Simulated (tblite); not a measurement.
Species: C₆H₁₅BO₂.
Bonds: C1–C2, C2–C3, C3–C4, C3–C5, C3–C6, C6–B7, B7–O8, B7–O9. Hydrogens: H10, H11, H12 on C1; H13, H14 on C2; H15, H16, H17 on C4; H18, H19, H20 on C5; H21, H22 on C6; H23 on O8; H24 on O9.

Computed with GFN2-xTB (tblite), gas phase: L-BFGS steps from a force-field or distance-geometry start until the largest atomic force falls under 0.01 eV/Å.

Step 61: E = -815.0931 eV
```
atom  x, y, z in Å  |  force x, y, z in eV/Å
C1     -1.4984    2.1051   -0.3950   -0.026  -0.051   0.012
C2     -1.5774    0.5990   -0.6281    0.040  -0.033  -0.015
C3     -0.4117   -0.2381   -0.0594   -0.082  -0.086   0.025
C4     -0.5963   -1.6941   -0.5386   -0.004  -0.067  -0.011
C5     -0.4861   -0.2035    1.4710    0.002   0.008   0.007
C6      0.9533    0.2915   -0.5495   -0.131   0.015   0.026
B7      2.2256   -0.4937    0.0261   -0.075   0.027  -0.043
O8      2.7052   -0.3700    1.2964    0.036  -0.004  -0.024
O9      2.8798   -1.3135   -0.8210    0.069  -0.013   0.060
H10    -0.6964    2.5533   -0.9777   -0.043  -0.013   0.032
H11    -1.3408    2.3330    0.6563   -0.003   0.020  -0.018
H12    -2.4365    2.5642   -0.6991    0.008   0.037  -0.026
H13    -1.6423    0.4184   -1.7028    0.001   0.027  -0.025
H14    -2.4968    0.2169   -0.1698    0.036   0.078  -0.086
H15    -0.5669   -2.3940    0.2928    0.020   0.025   0.026
H16    -1.5507   -1.8245   -1.0446    0.005  -0.005   0.027
H17     0.1923   -1.9781   -1.2290    0.007   0.037  -0.029
H18     0.2320   -0.8953    1.9008    0.040  -0.009   0.038
H19    -0.2840    0.7956    1.8494    0.019   0.010   0.035
H20    -1.4782   -0.4993    1.8070   -0.006   0.006  -0.008
H21     0.9655    0.2266   -1.6388   -0.016   0.037   0.024
H22     1.0275    1.3487   -0.2932    0.035   0.035   0.058
H23     2.2244    0.2093    1.8865    0.014  -0.019  -0.090
H24     3.6451   -1.7376   -0.4324    0.052  -0.062   0.003
```

Step 62: E = -815.0959 eV
```
atom  x, y, z in Å  |  force x, y, z in eV/Å
C1     -1.5004    2.1047   -0.3978   -0.018  -0.035   0.012
C2     -1.5758    0.5974   -0.6243    0.018  -0.024  -0.026
C3     -0.4095   -0.2361   -0.0545   -0.091  -0.109   0.010
C4     -0.5928   -1.6923   -0.5381    0.002  -0.071  -0.012
C5     -0.4865   -0.2036    1.4753   -0.003  -0.002   0.014
C6      0.9541    0.2978   -0.5432   -0.122   0.000   0.018
B7      2.2240   -0.4967    0.0240   -0.038   0.032  -0.074
O8      2.7075   -0.3709    1.2922    0.042  -0.022  -0.029
O9      2.8726   -1.3182   -0.8267    0.021  -0.005   0.065
H10    -0.6812    2.5437   -0.9643   -0.066  -0.005   0.041
H11    -1.3681    2.3432    0.6557   -0.010  -0.002  -0.047
H12    -2.4292    2.5636   -0.7318    0.030   0.026  -0.006
H13    -1.6397    0.4150   -1.6988    0.006   0.025  -0.028
H14    -2.4934    0.2106   -0.1671    0.019   0.100  -0.079
H15    -0.5566   -2.3975    0.2893    0.026   0.048   0.024
H16    -1.5504   -1.8250   -1.0393    0.027   0.009   0.042
H17     0.1922   -1.9718   -1.2353   -0.001   0.048  -0.019
H18     0.2351   -0.8919    1.9051    0.041   0.001   0.043
H19    -0.2931    0.7970    1.8544    0.027   0.006   0.035
H20    -1.4771   -0.5065    1.8098   -0.005   0.005  -0.011
H21     0.9604    0.2422   -1.6328   -0.002   0.036   0.014
H22     1.0348    1.3531   -0.2782    0.013   0.010   0.060
H23     2.2282    0.2156    1.8759    0.011  -0.013  -0.063
H24     3.6328   -1.7535   -0.4420    0.072  -0.059   0.017
```

**Question.** Estimate the geometry and energy of step 63. (The exact step hangs on the optimiser's Hessian estimate; all steps are aligned on step 62, rigid shifts and turns removed.)

**Answer.** E = -815.0991 eV, largest force 0.139 eV/Å
```
atom  x, y, z in Å  |  force x, y, z in eV/Å
C1     -1.5024    2.1035   -0.3996    0.004  -0.018   0.001
C2     -1.5739    0.5958   -0.6222   -0.015  -0.004  -0.042
C3     -0.4100   -0.2364   -0.0496   -0.062  -0.092  -0.009
C4     -0.5908   -1.6927   -0.5377    0.008  -0.049  -0.004
C5     -0.4875   -0.2038    1.4795   -0.008  -0.021   0.018
C6      0.9518    0.3028   -0.5367   -0.054  -0.024   0.006
B7      2.2218   -0.4995    0.0209    0.024   0.021  -0.080
O8      2.7118   -0.3711    1.2867    0.018  -0.019  -0.035
O9      2.8700   -1.3220   -0.8301   -0.074   0.020   0.021
H10    -0.6712    2.5359   -0.9528   -0.054   0.012   0.025
H11    -1.3882    2.3528    0.6533   -0.019  -0.028  -0.032
H12    -2.4218    2.5636   -0.7567    0.019   0.016   0.004
H13    -1.6358    0.4145   -1.6970    0.018   0.015  -0.033
H14    -2.4912    0.2066   -0.1698   -0.029   0.096  -0.052
H15    -0.5482   -2.4011    0.2869    0.034   0.056   0.024
H16    -1.5509   -1.8278   -1.0341    0.037   0.019   0.048
H17     0.1915   -1.9664   -1.2407   -0.007   0.051  -0.009
H18     0.2360   -0.8901    1.9098    0.042   0.008   0.042
H19    -0.2992    0.7973    1.8598    0.031   0.008   0.026
H20    -1.4768   -0.5106    1.8127   -0.022   0.000  -0.003
H21     0.9534    0.2565   -1.6264    0.006   0.036   0.000
H22     1.0422    1.3563   -0.2633   -0.027  -0.030   0.060
H23     2.2323    0.2215    1.8634    0.015  -0.009  -0.027
H24     3.6254   -1.7656   -0.4487    0.113  -0.063   0.051
```

The energy changes by -0.0032 eV. The first-order estimate −F·Δx gives -0.0045 eV and the mean of the old and new forces, exact on a quadratic surface, -0.0032 eV. The step makes an angle of 76° with the force vector and moves no atom by more than 0.026 Å.

The cost below is that of the whole relaxation. The run took 2.2 s of wall time on one thread, Arm Neoverse N1 (aarch64), shared host with 64 logical CPUs at a one-minute load of 56.
